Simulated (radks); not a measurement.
Results of a calculation; reference values are marked as such.
The mean radii <r> (bohr) of the occupied orbitals of an atom or ion are listed with their occupations. Level of theory: scalar-relativistic Kohn-Sham, BLYP, spin-polarised, spherical densities, finite nucleus; Fermi nuclear charge, rms radius of each element as measured or else 0.836 A^(1/3) + 0.57 fm (a radial shooting solver on a logarithmic mesh with Libxc functionals).

orbital  occ.      <r>
1s up       1  0.03111
1s down     1  0.03111
2s up       1   0.1349
2s down     1   0.1349
2p up       3   0.1177
2p down     3   0.1177
3s up       1   0.3687
3s down     1   0.3686
3p up       3   0.3677
3p down     3   0.3677
3d up       5   0.3458
3d down     5   0.3458
4s up       1   0.9091
4s down     1   0.9085
4p up       3   0.9952
4p down     3   0.9943
4d up       5    1.349
4d down     4    1.343
5s up       1    2.854
5p up       1    4.063

Name the element and its charge. Open shells, if any, are filled with parallel spins first.

Answer. Z = 47, silver, charge 0: Ag in [Kr] 4d9 5s1 5p1. The 1s radius gives Z: for a bare nucleus <r> = (2 gamma + 1)/(2Z) with gamma = sqrt(1 - (Z/c)^2), 0.03062 bohr for Z = 47, and screening makes it slightly larger (0.03111 here). The occupations add up to 47, and the charge is Z minus that.
